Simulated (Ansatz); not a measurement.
`[NH2][GeH]1[CH2][S]1` → `[NH2][GeH2][CH]=S`  (isomerisation)

Computed with Ansatz on PBE0-D4/def2-TZVP structures; ΔE is electronic, products minus reactants. CCSD(T)/CBS is the MP2 limit (def2-TZVPP, def2-QZVPP) plus CCSD(T) − MP2 in def2-TZVPP, frozen cores. For Ge outer-core shells are correlated without core-valence functions, which leaves a few kJ/mol of doubt a bond. Scalar relativity is left out up to krypton. One conformer a species, not always the lowest.

`[NH2][GeH]1[CH2][S]1`:

Cartesian coordinates in Å:
```
N -0.229 -0.287 -1.735
Ge 0.000 -0.646 0.036
C 0.549 0.763 1.207
S -1.230 0.332 1.577
H -0.764 -0.988 -2.229
H -0.635 0.621 -1.916
H 0.403 -2.101 0.243
H 0.679 1.758 0.793
H 1.228 0.546 2.025
```

`[NH2][GeH2][CH]=S`:

Cartesian coordinates in Å:
```
N -1.463 -0.839 0.220
Ge 0.353 -0.645 0.001
C 0.885 1.238 -0.250
S 1.822 2.047 0.778
H -1.853 -0.308 0.986
H -2.012 -0.666 -0.611
H 1.055 -1.147 1.266
H 0.724 -1.441 -1.263
H 0.489 1.760 -1.127
```

| species | CCSD(T)/CBS(def2) energy (Eh) |
| --- | --- |
| `[NH2][GeH]1[CH2][S]1` | -2569.65576 |
| `[NH2][GeH2][CH]=S` | -2569.62438 |

Question: Work out ΔE.

Answer: ΔE = (-2569.62438) − (-2569.65576) = 0.03138 Eh = +0.85 eV.

Largest T1 diagnostic among the species: 0.014.

From PBE to PBE0 (25 % exact exchange), in def2-TZVPP and without D4, ΔE moves by +0.08 eV. In def2-TZVPP, CCSD(T) changes the Hartree–Fock value by +0.11 eV (the triples alone add +0.00 eV) and MP2 by +0.25 eV.
